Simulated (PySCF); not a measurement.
C4H5F. Atoms are numbered in the order given.

```xyz
10

C     -2.2052    -0.8106    -0.2360
C     -1.2842     0.3442     0.0525
C      0.0185     0.2618     0.2557
C      1.3099     0.1662     0.5025
F      2.2631     0.2417    -0.4565
H     -1.6629    -1.7745    -0.2552
H     -2.7114    -0.6692    -1.2148
H     -3.0091    -0.8694     0.5285
H     -1.7555     1.3475     0.0919
H      1.7373     0.0213     1.5104
```
Charge 0, spin multiplicity 1.

Geometry: PBE-D3(BJ)/def2-SVP.

Level of theory: PBE-D3(BJ)/def2-SVP (PySCF).

No scaling factor is applied to the harmonic values.

```json
[
 {"mode": "1", "ν (cm⁻¹)": "133", "IR (km/mol)": "1.4", "moving atoms (share of kinetic energy)": "C 47 %, F 27 %, H 26 %"},
 {"mode": "2", "ν (cm⁻¹)": "154", "IR (km/mol)": "1.0", "moving atoms (share of kinetic energy)": "H 67 %, C 27 %"},
 {"mode": "3", "ν (cm⁻¹)": "209", "IR (km/mol)": "1.9", "moving atoms (share of kinetic energy)": "C 51 %, H 38 %, F 10 %"},
 {"mode": "4", "ν (cm⁻¹)": "325", "IR (km/mol)": "2.7", "moving atoms (share of kinetic energy)": "C 58 %, H 26 %, F 15 %"},
 {"mode": "5", "ν (cm⁻¹)": "506", "IR (km/mol)": "10.6", "moving atoms (share of kinetic energy)": "C 75 %, H 19 %"},
 {"mode": "6", "ν (cm⁻¹)": "599", "IR (km/mol)": "10.2", "moving atoms (share of kinetic energy)": "C 64 %, F 24 %, H 12 %"},
 {"mode": "7", "ν (cm⁻¹)": "743", "IR (km/mol)": "10.5", "moving atoms (share of kinetic energy)": "H 65 %, C 33 %"},
 {"mode": "8", "ν (cm⁻¹)": "846", "IR (km/mol)": "19.3", "moving atoms (share of kinetic energy)": "H 88 %, C 12 %"},
 {"mode": "9", "ν (cm⁻¹)": "862", "IR (km/mol)": "12.1", "moving atoms (share of kinetic energy)": "C 60 %, H 39 %"},
 {"mode": "10", "ν (cm⁻¹)": "1000", "IR (km/mol)": "0.2", "moving atoms (share of kinetic energy)": "H 63 %, C 37 %"},
 {"mode": "11", "ν (cm⁻¹)": "1024", "IR (km/mol)": "66.7", "moving atoms (share of kinetic energy)": "C 48 %, H 40 %, F 12 %"},
 {"mode": "12", "ν (cm⁻¹)": "1078", "IR (km/mol)": "53.7", "moving atoms (share of kinetic energy)": "C 63 %, H 27 %, F 9 %"},
 {"mode": "13", "ν (cm⁻¹)": "1164", "IR (km/mol)": "80.2", "moving atoms (share of kinetic energy)": "H 61 %, C 25 %, F 14 %"},
 {"mode": "14", "ν (cm⁻¹)": "1263", "IR (km/mol)": "19.1", "moving atoms (share of kinetic energy)": "H 86 %, C 13 %"},
 {"mode": "15", "ν (cm⁻¹)": "1330", "IR (km/mol)": "3.0", "moving atoms (share of kinetic energy)": "H 78 %, C 22 %"},
 {"mode": "16", "ν (cm⁻¹)": "1388", "IR (km/mol)": "5.3", "moving atoms (share of kinetic energy)": "H 78 %, C 21 %"},
 {"mode": "17", "ν (cm⁻¹)": "1401", "IR (km/mol)": "8.4", "moving atoms (share of kinetic energy)": "H 96 %"},
 {"mode": "18", "ν (cm⁻¹)": "1446", "IR (km/mol)": "47.3", "moving atoms (share of kinetic energy)": "C 58 %, H 41 %"},
 {"mode": "19", "ν (cm⁻¹)": "2030", "IR (km/mol)": "56.7", "moving atoms (share of kinetic energy)": "C 99 %"},
 {"mode": "20", "ν (cm⁻¹)": "2964", "IR (km/mol)": "17.8", "moving atoms (share of kinetic energy)": "H 97 %"},
 {"mode": "21", "ν (cm⁻¹)": "3029", "IR (km/mol)": "8.0", "moving atoms (share of kinetic energy)": "H 92 %"},
 {"mode": "22", "ν (cm⁻¹)": "3036", "IR (km/mol)": "7.9", "moving atoms (share of kinetic energy)": "H 91 %, C 9 %"},
 {"mode": "23", "ν (cm⁻¹)": "3088", "IR (km/mol)": "8.3", "moving atoms (share of kinetic energy)": "H 91 %, C 9 %"},
 {"mode": "24", "ν (cm⁻¹)": "3098", "IR (km/mol)": "7.3", "moving atoms (share of kinetic energy)": "H 92 %, C 8 %"}
]
```
